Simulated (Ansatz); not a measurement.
A nudged elastic band was laid between two geometries of C2H3FSi (7 atoms, charge 0, multiplicity 1).

Method: RKS PBE0-D4/def2-SVP (Ansatz 0.2.0).

| Item | Value |
| --- | --- |
| movable images | 7 |
| climbing image | yes |
| spring | 0.1 eV/Å² |
| optimiser | quadratic models (default) |
| start path | through a guess of the saddle point |
| force threshold | 0.03 eV/Å |
| iteration limit | 60 |
| end points | relaxed |

Image 0:

```xyz
7
Properties=species:S:1:pos:R:3
F -0.433 -2.213 -0.352
C -0.210 -0.940 -0.108
C -0.558 -0.081 0.846
Si 0.492 0.695 -0.453
H -1.139 -0.071 1.770
H -0.082 1.603 -1.487
H 1.930 1.007 -0.215
```

Image 8:

```xyz
7
Properties=species:S:1:pos:R:3
F 0.329 -1.548 0.313
C 0.101 -0.257 0.032
C -1.091 0.265 0.377
Si 1.392 0.839 -0.824
H -1.861 -0.335 0.873
H -1.303 1.314 0.160
H 2.433 -0.279 -0.931
```

**Question.** What changes between the two ends?

**Answer.** Bonds broken: C3–Si4, Si4–H6. Bonds formed: C3–H6.

**Question.** What energy profile does the band end with?

**Answer.** It converged. The highest image is number 3 of 0 to 8, 194.6 kJ/mol above the first end and 164.5 kJ/mol above the last; the last end lies 30.1 kJ/mol above the first. Another band between the same ends (7 images) ends at a top of the same energy, where a vibrational analysis finds 1 clearly imaginary mode. The orbitals stay closed-shell, which can raise the energy where a bond breaks towards radicals; this wasn't checked here.

```tsv
image	path coordinate (Å)	energy (kJ/mol)	C3–Si4 (Å)	Si4–H6 (Å)	C3–H6 (Å)
0	0.00	0.0	1.84	1.49	2.92
1	0.55	31.7	1.84	1.47	2.62
2	1.09	133.0	1.97	1.46	2.20
3	1.64	194.6	2.18	1.54	1.72
4	2.22	108.6	2.30	1.89	1.17
5	2.81	66.9	2.43	2.26	1.10
6	3.41	41.7	2.59	2.59	1.09
7	4.02	32.2	2.77	2.84	1.09
8	4.63	30.1	2.82	2.91	1.09
```

**Question.** What is the geometry of the highest image?

**Answer.** 
```xyz
7
Properties=species:S:1:pos:R:3
F -0.125 -2.212 -0.277
C -0.178 -0.908 -0.178
C -0.682 -0.003 0.579
Si 0.700 0.568 -1.013
H -1.223 0.357 1.447
H -0.437 1.400 -0.392
H 1.945 0.797 -0.165
```

The band took 11 iterations and roughly 3 core-minutes.

The run took 3.2 min on 1 thread of Arm Neoverse V1, on a shared host, peak memory 0.25 GiB.
